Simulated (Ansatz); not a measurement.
```yaml
crystal:
  periodic: [true, true, true]
  atoms:
    - {symbol: C, position_ang: [0.093395, 0.693793, -0.893578]}
    - {symbol: C, position_ang: [0.105443, -0.539933, -0.046787]}
    - {symbol: B, position_ang: [-0.425889, -0.627587, 1.366888]}
    - {symbol: O, position_ang: [0.878758, -0.413511, 1.243549]}
    - {symbol: H, position_ang: [-0.627425, 0.567269, -1.706191]}
    - {symbol: H, position_ang: [-0.198591, 1.576336, -0.321333]}
    - {symbol: H, position_ang: [1.073319, 0.882638, -1.341593]}
    - {symbol: H, position_ang: [0.394429, -1.449333, -0.570803]}
    - {symbol: H, position_ang: [-1.205041, -0.735872, 2.252749]}
basis:
  gaussian: {orbitals: aug-cc-pVDZ}
hamiltonian: {xc: {name: SVWN5}}
accuracy: high
```

```sh
$ ansatz run in.yaml --threads 2 --pin off --events-out ev --progress --plain --max-ram 4352MiB
```

Task: How does Ansatz answer? (An estimate is asked.)

Result: Ansatz gave: The program refused the input.
```
Error: YAML parse error: error: line 2 column 3: crystal: missing field `lattice` (a structure is typed as `lattice` and `atoms`, a molecule's as `atoms` in Å alone, or read from a run's directory, `checkpoint`)
 --> <input>:2:3
1 | crystal:
2 |   periodic: [true, true, true]
3 |   atoms:
4 |     - {symbol: C, position_ang: [0.093395, 0.693793, -0.893578]}
```
